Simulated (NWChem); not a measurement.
Everything below was run with NWChem. System: C2H5I, charge 0, spin multiplicity 1, displaced from the optimised geometry. Level: PBE/def2-SVP with def2 effective core potentials on I.

The NWChem input:

```
start mol
memory heap 200 mb stack 900 mb global 1100 mb
geometry units angstroms nocenter noautoz
  C      2.498901     0.396625     0.000000
  C      1.143478     1.139699     0.000000
  I     -0.611605    -0.253051     0.000000
  H      2.619671    -0.250283     0.909194
  H      3.334075     1.153209     0.000000
  H      2.619671    -0.250283    -0.909194
  H      0.993688     1.770557     0.912121
  H      0.993688     1.770557    -0.912121
  symmetry group Cs
end
basis spherical
  * library def2-svp
end
ecp
  I library def2-ecp
end
dft
  xc xpbe96 cpbe96
  semidirect memsize 60000000 filesize 0
  iterations 100
  grid xcoarse
end
task dft gradient
```

Part of the output:

```
             Northwest Computational Chemistry Package (NWChem) 7.3.0
             --------------------------------------------------------

                                NWChem Input Module
                                -------------------

 Scaling coordinates for geometry "geometry" by  1.889725989
 (inverse scale =  0.529177249)

 Turning off AUTOSYM since
 SYMMETRY directive was detected!

                             Geometry "geometry" -> ""
                             -------------------------

 Output coordinates in angstroms (scale by  1.889725989 to convert to a.u.)

  No.       Tag          Charge          X              Y              Z
 ---- ---------------- ---------- -------------- -------------- --------------
    1 C                    6.0000     2.49890100     0.39662500     0.00000000
    2 C                    6.0000     1.14347800     1.13969900     0.00000000
    3 I                   53.0000    -0.61160500    -0.25305100     0.00000000
    4 H                    1.0000     2.61967100    -0.25028300     0.90919400
    5 H                    1.0000     3.33407500     1.15320900     0.00000000
    6 H                    1.0000     2.61967100    -0.25028300    -0.90919400
    7 H                    1.0000     0.99368800     1.77055700     0.91212100
    8 H                    1.0000     0.99368800     1.77055700    -0.91212100

 Effective nuclear repulsion energy (a.u.)     207.8852008795

            Nuclear Dipole moment (a.u.)
            ----------------------------
        X                 Y               Z
 ---------------- ---------------- ----------------
     0.0000037795    -0.0000037795     0.0000000000

      Symmetry information
      --------------------

 Group name             Cs
 Group number              2
 Group order               2
 No. of unique centers     6

      Symmetry unique atoms

     1    2    3    4    5    7


 Summary of "ao basis" -> "" (spherical)
 ------------------------------------------------------------------------------
       Tag                 Description            Shells   Functions and Types
[...]
           Alpha electrons :    21
            Beta electrons :    21
          Charge           :     0
          Spin multiplicity:     1
          Use of symmetry is: on ; symmetry adaption is: on
          Maximum number of iterations: 100
          AO basis - number of functions:    79
                     number of shells:    37
          Convergence on energy requested:  1.00D-06
          Convergence on density requested:  1.00D-05
          Convergence on gradient requested:  5.00D-04

              XC Information
              --------------
          PerdewBurkeErnzerhof Exchange Functional  1.000
            Perdew 1991 LDA Correlation Functional  1.000 local
           PerdewBurkeErnz. Correlation Functional  1.000 non-local

             Grid Information
             ----------------
          Grid used for XC integration:  xcoarse
          Radial quadrature: Mura-Knowles
          Angular quadrature: Lebedev.
          Tag              B.-S. Rad. Rad. Pts. Rad. Cut. Ang. Pts.
          ---              ---------- --------- --------- ---------
          C                   0.70       21           9.0       194
          I                   1.40       84          10.0       194
          H                   0.35       21          11.0       194
          Grid pruning is: on
          Number of quadrature shells:   189
          Spatial weights used:  Erf1

          Convergence Information
          -----------------------
          Convergence aids based upon iterative change in
          total energy or number of iterations.
          Levelshifting, if invoked, occurs when the
          HOMO/LUMO gap drops below (HL_TOL):  1.00D-02
          DIIS, if invoked, will attempt to extrapolate
          using up to (NFOCK): 10 stored Fock matrices.

                    Damping( 0%)  Levelshifting(0.5)       DIIS
                  --------------- ------------------- ---------------
          dE  on:    start            ASAP                start
          dE off:    2 iters        100 iters           100 iters

      Screening Tolerance Information
      -------------------------------
          Density screening/tol_rho:  1.00D-10
          AO Gaussian exp screening on grid/accAOfunc:  14
          CD Gaussian exp screening on grid/accCDfunc:  20
          XC Gaussian exp screening on grid/accXCfunc:  20
          Schwarz screening/accCoul:  1.00D-08

                            NWChem DFT Gradient Module
                            --------------------------

  charge          =   0.00
  wavefunction    = closed shell

  Using symmetry

                         DFT ENERGY GRADIENTS

    atom               coordinates                        gradient
                 x          y          z           x          y          z
   1 C       4.722238   0.749513   0.000000    0.004007  -0.000857   0.000000
   2 C       2.160860   2.153719   0.000000   -0.005741   0.000193   0.000000
   3 I      -1.155766  -0.478197   0.000000   -0.006170  -0.004734   0.000000
   4 H       4.950460  -0.472966   1.718128    0.001259  -0.005200   0.006845
   5 H       6.300488   2.179249   0.000000    0.006860   0.005336   0.000000
   6 H       4.950460  -0.472966  -1.718128    0.001259  -0.005200  -0.006845
   7 H       1.877798   3.345868   1.723659   -0.000737   0.005231   0.006340
   8 H       1.877798   3.345868  -1.723659   -0.000737   0.005231  -0.006340

                 ----------------------------------------
                 |  Time  |  1-e(secs)   |  2-e(secs)   |
                 ----------------------------------------
                 |  CPU   |       0.02   |       0.99   |
                 ----------------------------------------
                 |  WALL  |       0.02   |       0.99   |
                 ----------------------------------------

 Task  times  cpu:        2.2s     wall:        2.2s

 Total times  cpu:        2.2s     wall:        2.2s
```
